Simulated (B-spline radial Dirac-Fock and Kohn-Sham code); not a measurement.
## Two-hole binding energies of Zn²⁺

System: Zn²⁺, [Ar] 3d9 4p1 (not the ground configuration).

Input file task.json (cfg lists n, l and occupation; rrms is the nuclear radius in fm):

```json
{"items": [{
  "Z": 30,
  "q": 2,
  "cfg": [[1, 0, 2], [2, 0, 2], [2, 1, 6], [3, 0, 2], [3, 1, 6], [3, 2, 9], [4, 1, 1]],
  "A": 64,
  "rrms": 3.9283,
  "do": ["binding", "quiet", "double"]
}]}
```

Launch: `python xray_run.py task.json out`

These are calculated numbers from a radial B-spline solver; the model is ΔSCF Dirac-Fock with Breit, self-energy and vacuum polarisation, finite nucleus, configuration average. U is the two-hole binding energy less the two single-hole energies, the effective repulsion of the holes after relaxation. Each two-hole energy is an average over J within one jj subconfiguration.

```
          holes  E(a) (eV)  E(b) (eV)  E(ab) (eV)  U (eV)
           1s⁻²     9701.3     9701.3     19832.5   429.9
   1s⁻¹ 2p3/2⁻¹     9701.3     1063.7     10872.7   107.7
   1s⁻¹ 3p1/2⁻¹     9701.3      132.7      9865.6    31.6
   1s⁻¹ 3p3/2⁻¹     9701.3      129.6      9862.0    31.1
           2s⁻²     1241.5     1241.5      2549.3    66.2
   2s⁻¹ 2p1/2⁻¹     1241.5     1087.1      2388.8    60.2
   2s⁻¹ 2p3/2⁻¹     1241.5     1063.7      2364.8    59.6
        2p3/2⁻²     1063.7     1063.7      2202.1    74.7
   2s⁻¹ 3p1/2⁻¹     1241.5      132.7      1402.3    28.0
   2s⁻¹ 3p3/2⁻¹     1241.5      129.6           ?       ?
   2p1/2⁻¹ 3s⁻¹     1087.1      182.8      1298.3    28.5
   2p3/2⁻¹ 3s⁻¹     1063.7      182.8      1274.9    28.4
3p1/2⁻¹ 3p3/2⁻¹      132.7      129.6       286.2    23.9
        3p3/2⁻²      129.6      129.6       283.6    24.3
```

Question: Give the missing two-hole energy and U.

Answer: E(ab) = 1398.9 eV and U = 27.8 eV.
